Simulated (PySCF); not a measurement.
Computed shifts of a molecule C5H3F, PBE/pcSseg-1 (PySCF), GIAO, gas phase, atoms alike by connectivity averaged where their shifts nearly agree, in ppm (number of nuclei): ¹³C: 225.9 (1), 136.2 (1), 101.0 (1), 100.4 (1), 79.5 (1). ¹⁹F: -170.2 (1). ¹H: 6.34 (2), 4.08 (1). References: ¹³C against TMS (σ = 182.0 ppm); ¹⁹F against CFCl3 (σ = 133.6 ppm); ¹H against TMS (σ = 31.49 ppm), references at their B3LYP-D3(BJ)/def2-TZVP geometries, non-relativistic. Geometry: B3LYP-D3(BJ)/def2-SVP. The values are those of a single conformer.

Problem. Pick the molecule that these values belong to.
A. C#CC(F)=C=C
B. C#CC=C=CF
C. C#CC(F)C#C

Solution. A, C#CC(F)=C=C
